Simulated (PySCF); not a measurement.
Species: C₇H₇OS (charge -1).
SMILES: `[O-]c1sccc1C1CC1`

The closed-shell SCF was solved with PySCF and density fitting under several settings on one GFN2-xTB geometry (grid level 2 and gas phase unless stated).

| settings | basis functions | SCF cycles | E (Eh) | HOMO (eV) | LUMO (eV) |
| --- | --- | --- | --- | --- | --- |
| BLYP/6-31++G** | 208 | 18 | -744.2246 | 0.79 | 2.24 |
| X3LYP/ANO-RCC-VDZP, start guess atom | 165 | 14 | -744.0191 | 0.24 | 3.42 |

Question: Estimate the row for these settings: HCTH407/STO-3G.

Answer: 
```json
{"settings": "HCTH407/STO-3G", "basis functions": "56", "SCF cycles": "16", "E (Eh)": "-735.6761", "HOMO (eV)": "5.03", "LUMO (eV)": "9.07"}
```

Question: Over all rows, what range does the HOMO–LUMO gap span?

Answer: From 1.45 eV (BLYP/6-31++G**) to 4.04 eV (HCTH407/STO-3G). The functional of the narrowest has no exact exchange, that of the widest no exact exchange.

Cycle counts include a coarse-grid stage where the run had one. All basis functions are spherical, in the Pople sets too. ANO-RCC sets were contracted for a scalar-relativistic Hamiltonian, but ran non-relativistically here. The HOMO energy is positive at BLYP/6-31++G**, HCTH407/STO-3G and X3LYP/ANO-RCC-VDZP; such an orbital is held in place by the finite basis.

Shape of the structure used: `[O-:1][c:2]1[s:3][cH:4][cH:5][c:6]1[CH:7]1[CH2:8][CH2:9]1`: C5–C6–C7–C8 -100°.

One conformer stands for the species.
